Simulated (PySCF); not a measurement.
# Molybdenum: highly charged ions in a basis for the neutral atom

Mo⁸⁺ [Ar] 3d10 4s2 4p4, Mo⁹⁺ [Ar] 3d10 4s2 4p3. Computed with PySCF 2.14 in x2c-SVPall (6s5p5d1f, 53 functions), with the spin-free X2C one-electron Hamiltonian (Gaussian nucleus). No spin-orbit coupling, so a gap to NIST mixes the basis error with missing relativistic terms.

Changed run: basis of the neutral atom used for a highly charged ion. This setting is unsound on purpose.

| species | method | sound run (hartree) | changed run (hartree) | converged |
| --- | --- | --- | --- | --- |
| Mo⁸⁺ | UHF | not run | -4028.21933 | yes |
| Mo⁸⁺ | TPSS | not run | -4029.87357 | yes |
| Mo⁸⁺ | r2SCAN | not run | -4030.01702 | yes |
| Mo⁹⁺ | UHF | not run | -4022.22203 | yes |
| Mo⁹⁺ | TPSS | not run | -4023.81264 | yes |
| Mo⁹⁺ | r2SCAN | not run | -4023.95581 | yes |

Ionisation energy of Mo⁸⁺:

| method | changed run (eV) | NIST (eV) |
| --- | --- | --- |
| UHF | 163.19 | 164.12 ± 0.09 |
| TPSS | 164.93 | 164.12 ± 0.09 |
| r2SCAN | 164.93 | 164.12 ± 0.09 |

The contracted functions were made for the neutral atom and can be too rigid for a highly charged ion.
